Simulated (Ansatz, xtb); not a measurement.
Two conformers of F2GaH6NSi2

We compare X, `F[SiH2][N]([SiH3])[GaH][F]`, a singlet, with Y, `F[SiH2][N]([SiH3])[GaH][F]`, a singlet. Both are isolated molecules in the gas phase, relaxed with PBE0-D4/def2-SVP.

X (Å):

```yaml
atoms:
  - { symbol: F, position_ang: [1.0185, -0.9824, 1.2283] }
  - { symbol: F, position_ang: [-1.0988, -3.3179, -0.3163] }
  - { symbol: Ga, position_ang: [-2.2796, -2.0862, 0.0914] }
  - { symbol: N, position_ang: [-1.7088, -1.1494, 1.5665] }
  - { symbol: Si, position_ang: [-0.1442, -1.5135, 2.2318] }
  - { symbol: Si, position_ang: [-2.6688, 0.1746, 2.2094] }
  - { symbol: H, position_ang: [0.0642, -2.9697, 2.4129] }
  - { symbol: H, position_ang: [-0.0086, -0.7583, 3.5087] }
  - { symbol: H, position_ang: [-1.9105, 1.4616, 2.1845] }
  - { symbol: H, position_ang: [-3.0938, -0.0926, 3.6166] }
  - { symbol: H, position_ang: [-3.8880, 0.3064, 1.3540] }
  - { symbol: H, position_ang: [-3.5764, -1.9148, -0.7275] }
```

Y (Å):

```xyz
12

F    -0.2603   -2.8701    1.2041
F    -0.2783    1.4445   -0.7480
Ga   -1.4199    1.3104    0.5869
N    -1.2692   -0.4024    1.2129
Si   -0.1253   -1.4476    0.4145
Si   -2.2357   -0.9759    2.5666
H     1.2780   -0.9865    0.5700
H    -0.4717   -1.6950   -1.0083
H    -1.3874   -1.3977    3.7193
H    -3.1283   -2.1061    2.1772
H    -3.0860    0.1795    2.9945
H    -2.3052    2.4925    1.0258
```

Q: Estimate E(Y) − E(X) at the level CCSD(T)/def2-SVP + ΔMP2/def2-TZVPP.

A: CCSD(T)/def2-SVP + ΔMP2/def2-TZVPP gives E(Y) − E(X) = +0.75 kcal/mol, slightly favouring structure X, which is too small a margin to settle the true order.

How the difference moves with the method:

| level | geometry | E(Y) − E(X) (kcal/mol) | departure from the last row (kcal/mol) | job, with rough time for the two |
| --- | --- | --- | --- | --- |
| PBE0-D4/def2-SVP | PBE0-D4/def2-SVP | +0.28 | −0.47 | optimisation, 2.6 min |
| HF/def2-SVP | PBE0-D4/def2-SVP | −0.03 | −0.78 | part of the CCSD(T) run |
| MP2/def2-SVP | PBE0-D4/def2-SVP | +0.32 | −0.42 | part of the CCSD(T) run |
| CCSD(T)/def2-SVP | PBE0-D4/def2-SVP | +0.28 | −0.46 | single point |
| CCSD(T)/def2-SVP + ΔMP2/def2-TZVPP | PBE0-D4/def2-SVP | +0.75 |  | single point, 2 min |

The largest departure from CCSD(T)/def2-SVP + ΔMP2/def2-TZVPP is that of HF/def2-SVP, 0.78 kcal/mol. Levels run at GFN2-xTB geometries aren't shown. The last row adds to CCSD(T) the change of the MP2 difference between the two basis sets, here +0.46 kcal/mol.

With thermal terms from frequencies at re-optimised GFN2-xTB minima (ideal gas, soft modes damped towards free rotors, one conformer each, 298.15 K, 1 atm): the zero-point term adds −0.13 kcal/mol; ΔH is +0.65 and ΔG +0.35 kcal/mol.

The correlated steps freeze 22 core orbitals; the filled d shell of Ga is correlated, in a basis made for valence electrons. Programs: Ansatz 0.2.0, xtb 6.7.1; the last row on 2 threads of Arm Neoverse V1 on a shared host.
